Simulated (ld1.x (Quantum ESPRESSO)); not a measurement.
## An all-electron radial function and its pseudo partner (gallium)

Columns: radius, all-electron u(r) and pseudo u(r) of the 3d shell (level -33.15 eV) of gallium in the configuration [Ar] 3d10 4s1.5 4p0; revPBE, scalar-relativistic, ultrasoft scheme, ld1.x (Quantum ESPRESSO) 7.5.

```tsv
r (bohr)	all-electron	pseudo
0.130	0.2447	0.0306
0.260	0.7173	0.2071
0.390	1.0103	0.5268
0.520	1.0996	0.8395
0.650	1.0636	0.9927
0.780	0.9706	0.9667
0.910	0.8592	0.8593
1.040	0.7480	0.7480
1.170	0.6448	0.6448
1.300	0.5526	0.5526
1.430	0.4718	0.4718
1.560	0.4018	0.4018
1.690	0.3416	0.3416
1.820	0.2900	0.2900
1.950	0.2458	0.2458
2.080	0.2082	0.2082
2.210	0.1760	0.1760
2.340	0.1486	0.1486
2.470	0.1254	0.1254
2.600	0.1056	0.1056
2.730	0.0889	0.0889
2.860	0.0747	0.0747
2.990	0.0628	0.0628
3.120	0.0527	0.0527
3.250	0.0442	0.0442
3.380	0.0371	0.0371
```

**Question.** How many radial nodes do the two functions have?

**Answer.** The all-electron 3d function has n − l − 1 = 0; the pseudo-wave has 0.

**Question.** At about which radius was the pseudo-wave matched?

**Answer.** 0.95 bohr, where the columns begin to agree (steps of 0.13 bohr).

**Question.** Where does each function peak?

**Answer.** Outermost all-electron maximum near 0.52 bohr, pseudo maximum near 0.65 bohr (to the table’s step).

**Question.** Is the pseudo-wave norm-conserving?

**Answer.** No, it belongs to an ultrasoft set: the norm inside the radius is not constrained, and the difference is carried by the augmentation charge.
